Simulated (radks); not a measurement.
Values are calculated unless marked as measured or tabulated.
Isoelectronic series with 40 electrons, each ion in its NIST ground configuration. Code: a radial shooting solver on a logarithmic mesh with Libxc functionals. Model: Dirac Kohn-Sham, PBEsol, spin-unpolarised, spherical densities, finite nucleus; open shells are shared between the two j in proportion to 2j + 1; Fermi nuclear charge, rms radius of each element as measured or else 0.836 A^(1/3) + 0.57 fm. Total energies (hartree) and orbital eigenvalues (eV):

| ion | configuration | E (hartree) | 4d5/2 | 4d3/2 |
|---|---|---|---|---|
| Zr | [Kr] 4d2 5s2 | -3596.86566 | -3.5611 | -3.6901 |
| Mo2+ | [Kr] 4d4 | -4046.14079 | -20.7111 | -20.9627 |
| Ru4+ | [Kr] 4d4 | -4525.44904 | -51.6578 | -52.1188 |
| Pd6+ | [Kr] 4d4 | -5034.75923 | -91.4341 | -92.1682 |
| Cd8+ | [Kr] 4d4 | -5574.28379 | -139.1772 | -140.2593 |
| Sn10+ | [Kr] 4d4 | -6144.30076 | -194.4966 | -196.0133 |
| Te12+ | [Kr] 4d4 | -6745.12295 | -257.1737 | -259.2240 |
| Xe14+ | [Kr] 4d4 | -7377.11141 | -327.0722 | -329.7681 |
| Ba16+ | [Kr] 4d4 | -8040.6507 | -404.1008 | -407.5684 |
| Ce18+ | [Kr] 4d4 | -8736.1659 | -488.1960 | -492.5761 |
| Nd20+ | [Kr] 4d4 | -9464.1139 | -579.3124 | -584.7615 |
| Sm22+ | [Kr] 4d4 | -10224.9560 | -677.4170 | -684.1084 |
| Gd24+ | [Kr] 4d4 | -11019.2690 | -782.4857 | -790.6101 |
| Dy26+ | [Kr] 4d4 | -11847.6094 | -894.5011 | -904.2676 |
| Er28+ | [Kr] 4d4 | -12710.6051 | -1013.451 | -1025.088 |
